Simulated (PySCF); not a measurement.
Compound: Ge2H7PSe.
Atom-mapped SMILES: `[PH2:1][GeH2:2][Se:3][GeH3:4]` (hydrogens: H5, H6 on P1; H7, H8 on Ge2; H9, H10, H11 on Ge4)

A GFN2-xTB structure was refined with PBE0-D3(BJ)/def2-SVP geometry optimisation, gas phase (PySCF 2.14.0). Its GFN2-xTB values:

```
    coordinate  GFN2-xTB
        P1–Ge2   2.300 Å
         P1–H5   1.423 Å
       Ge2–Se3   2.387 Å
        Ge2–H7   1.515 Å
       Se3–Ge4   2.278 Å
        Ge4–H9   1.538 Å
    P1–Ge2–Se3    118.4°
     P1–Ge2–H7    111.0°
   Se3–Ge4–H10    112.4°
   Se3–Ge4–H11    113.7°
      H5–P1–H6     91.2°
     H7–Ge2–H8    104.4°
    H9–Ge4–H10    108.5°
    H9–Ge4–H11    106.6°
P1–Ge2–Se3–Ge4       71°
```

Q: How do these coordinates change at the PBE0-D3(BJ)/def2-SVP level?

A: 
```
    coordinate  PBE0-D3(BJ)/def2-SVP (Å or °)  change
       Se3–Ge4                          2.355  +0.077
        Ge2–H7                          1.542  +0.027
       Ge2–Se3                          2.363  -0.024
        P1–Ge2                          2.324  +0.024
         P1–H5                          1.429  +0.006
        Ge4–H9                          1.536  -0.002
     H7–Ge2–H8                          110.5    +6.1
    H9–Ge4–H11                          110.1    +3.5
    P1–Ge2–Se3                          115.3    -3.1
     P1–Ge2–H7                          107.9    -3.1
   Se3–Ge4–H11                          110.8    -2.9
   Se3–Ge4–H10                          109.5    -2.9
      H5–P1–H6                           93.6    +2.4
    H9–Ge4–H10                          110.9    +2.4
P1–Ge2–Se3–Ge4                             59     -12
```

The energy falls by 3.6 kcal/mol over 7 energy and gradient evaluations, the largest force component goes from 0.0218 to 3.6e-04 Eh/bohr, and the atoms move by 0.219 Å rms after alignment. The bond that changes most is Se3–Ge4 (ends: selenium bonded to 2 Ge; germanium bonded to Se and 3 H), which lengthens by 0.077 Å. Bonds longer at the end by more than 0.005 Å: 8 of 10; shorter: 1. Among the dihedrals that turn most is H8–Ge2–Se3–Ge4, from -166° to 179°. Rotational constants go from 1851, 706.1, 574.7 to 1678, 756.0, 578.4 MHz.

The run used 149 basis functions and 46 SCF cycles in all. The run took 1.9 min wall on one thread, Intel Xeon Platinum 8259CL at 2.50 GHz (x86_64) (shared host), and the process peaked at 0.73 GiB of memory.

PBE0-D3(BJ)/def2-SVP frequencies: not computed here. The numbers are those of one conformer.
